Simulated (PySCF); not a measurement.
[C7H9N]-: g tensor and hyperfine couplings

Species: C7H9N (charge -1 and doublet state).
Numbering: `[H]/[C-:1]=[C:2]/[C@H:3]1[CH:4]=[CH:5][CH2:6][N:7]1[CH3:8]` (hydrogens: H9 on C1; H10 on C3; H11 on C4; H12 on C5; H13, H14 on C6; H15, H16, H17 on C8)

Cartesian coordinates in Å at the GFN2-xTB level; atoms count from 1:
```
atom  x, y, z in Å
C1     3.0217   -0.6966    0.7304
C2     1.9589   -0.1080    0.4799
C3     0.6707   -0.1059   -0.2237
C4     0.1239   -1.4838   -0.4672
C5    -1.0955   -1.6311    0.1830
C6    -1.5655   -0.2816    0.6082
N7    -0.3547    0.5295    0.6250
C8    -0.5565    1.9247    0.3855
H9     3.9522   -0.5929    1.2375
H10    0.8089    0.4658   -1.1774
H11    0.7621   -2.2904   -0.7910
H12   -1.5423   -2.5427    0.5566
H13   -2.3189    0.1578   -0.1031
H14   -2.0420   -0.2614    1.6069
H15   -0.9980    2.1467   -0.6127
H16    0.4001    2.4470    0.4573
H17   -1.2321    2.3349    1.1443
```

The hyperfine couplings belong to this conformer and change with its torsions.

Method: UKS B3LYP, pcH-1 on C H N, non-relativistic, mean-field spin-orbit, GIAO (PySCF). Whether the extra electron is bound in the gas phase wasn't checked; a finite basis holds it in any case. Couplings are sensitive to structure, and on GFN2-xTB geometries they can be far from those on DFT ones, by a factor of two or more for some ions and for spin on atoms past the first row. Stability of the SCF solution: not tested.

```
g1, g2, g3                      : 2.00115, 2.00232, 2.00262
g_iso                           : 2.00203
Form of g                       : rhombic: the two nearest values differ by 20 % of g3 − g1
⟨S²⟩                            : 0.7554 (exact 0.7500)
α and β electrons               : 30, 29
HOMO–LUMO gap, α and β orbitals : 1.79, 5.69 eV
Total energy                    : -326.76558 Eh
Basis functions                 : 290
```

Hyperfine couplings atom by atom, in mT; T1 to T3 are the principal values of the dipolar part; ρ(0) is the spin density at the nucleus (MHz turned into mT with g_iso):

```json
{"atom": "C1", "isotope": "13C", "a_iso": "1.60", "T1": "-0.91", "T2": "-0.88", "T3": "1.80", "Mulliken spin population": "0.30", "ρ(0) (bohr⁻³)": "0.0399"}
{"atom": "C2", "isotope": "13C", "a_iso": "1.85", "T1": "-0.67", "T2": "-0.63", "T3": "1.30", "Mulliken spin population": "0.18", "ρ(0) (bohr⁻³)": "0.0461"}
{"atom": "C3", "isotope": "13C", "a_iso": "1.62", "T1": "-0.14", "T2": "-0.03", "T3": "0.17", "Mulliken spin population": "-0.01", "ρ(0) (bohr⁻³)": "0.0404"}
{"atom": "C4", "isotope": "13C", "a_iso": "1.58", "T1": "-0.78", "T2": "-0.61", "T3": "1.39", "Mulliken spin population": "0.21", "ρ(0) (bohr⁻³)": "0.0395"}
{"atom": "C5", "isotope": "13C", "a_iso": "1.14", "T1": "-0.77", "T2": "-0.72", "T3": "1.48", "Mulliken spin population": "0.24", "ρ(0) (bohr⁻³)": "0.0283"}
{"atom": "C6", "isotope": "13C", "a_iso": "-0.30", "T1": "-0.05", "T2": "0.01", "T3": "0.04", "Mulliken spin population": "0.00", "ρ(0) (bohr⁻³)": "-0.0075"}
{"atom": "N7", "isotope": "14N", "a_iso": "0.67", "T1": "-0.01", "T2": "0.00", "T3": "0.02", "Mulliken spin population": "0.00", "ρ(0) (bohr⁻³)": "0.0583"}
{"atom": "C8", "isotope": "13C", "a_iso": "0.24", "T1": "-0.03", "T2": "-0.01", "T3": "0.04", "Mulliken spin population": "0.00", "ρ(0) (bohr⁻³)": "0.0060"}
{"atom": "H9", "isotope": "1H", "a_iso": "1.28", "T1": "-0.45", "T2": "0.02", "T3": "0.43", "Mulliken spin population": "0.01", "ρ(0) (bohr⁻³)": "0.0080"}
{"atom": "H10", "isotope": "1H", "a_iso": "0.90", "T1": "-0.17", "T2": "-0.01", "T3": "0.18", "Mulliken spin population": "0.01", "ρ(0) (bohr⁻³)": "0.0056"}
{"atom": "H11", "isotope": "1H", "a_iso": "-0.49", "T1": "-0.27", "T2": "-0.04", "T3": "0.31", "Mulliken spin population": "0.00", "ρ(0) (bohr⁻³)": "-0.0030"}
{"atom": "H12", "isotope": "1H", "a_iso": "0.15", "T1": "-0.40", "T2": "0.02", "T3": "0.37", "Mulliken spin population": "0.00", "ρ(0) (bohr⁻³)": "0.0009"}
{"atom": "H13", "isotope": "1H", "a_iso": "0.68", "T1": "-0.10", "T2": "-0.03", "T3": "0.13", "Mulliken spin population": "0.02", "ρ(0) (bohr⁻³)": "0.0042"}
{"atom": "H14", "isotope": "1H", "a_iso": "0.18", "T1": "-0.07", "T2": "-0.04", "T3": "0.11", "Mulliken spin population": "0.00", "ρ(0) (bohr⁻³)": "0.0012"}
{"atom": "H15", "isotope": "1H", "a_iso": "-0.05", "T1": "-0.05", "T2": "0.02", "T3": "0.03", "Mulliken spin population": "0.01", "ρ(0) (bohr⁻³)": "-0.0003"}
{"atom": "H16", "isotope": "1H", "a_iso": "-0.06", "T1": "-0.09", "T2": "-0.01", "T3": "0.11", "Mulliken spin population": "0.02", "ρ(0) (bohr⁻³)": "-0.0004"}
{"atom": "H17", "isotope": "1H", "a_iso": "-0.03", "T1": "-0.03", "T2": "-0.01", "T3": "0.04", "Mulliken spin population": "0.00", "ρ(0) (bohr⁻³)": "-0.0002"}
```

The largest Mulliken spin populations are on C1 (+0.30), C5 (+0.24), C4 (+0.21) and C2 (+0.18). Four atoms exceed +0.15.

The SMILES `[H]/[C-]=[C]/[C@H]1C=CCN1C` draws the unpaired electron on C2, whose computed spin population is only +0.18.

Axes: g1 points within 12° of the C1–H9 bond.

Under fast tumbling the dipolar parts average out, and these isotropic splittings remain (the largest six): 1 × 1H (H9, I = 1/2, 2 lines) with 1.28 mT, 1 × 1H (H10, I = 1/2, 2 lines) with 0.90 mT, 1 × 1H (H13, I = 1/2, 2 lines) with 0.68 mT, 1 × 14N (N7, I = 1, 3 lines) with 0.67 mT, 1 × 1H (H11, I = 1/2, 2 lines) with 0.49 mT and 1 × 1H (H14, I = 1/2, 2 lines) with 0.18 mT.

Class means assume fast exchange of nuclei equivalent by connectivity; if that motion is slow, each nucleus keeps its own coupling.

The 13C coupling of C2 (51.8 MHz) shows only in satellite lines or after enrichment, since that isotope makes up about 1.07 % of natural carbon.

β density exceeds α density at some nuclei, such as C6 (-0.0075) and H11 (-0.0030), spin density in bohr⁻³. In a single determinant that takes different orbitals for the two spins, that is spin polarisation.

On one thread, Arm Neoverse N1 (aarch64), on a shared host, this took 2.1 min (with the writing of density and orbital grids) and 1.1 GiB of memory at its peak.
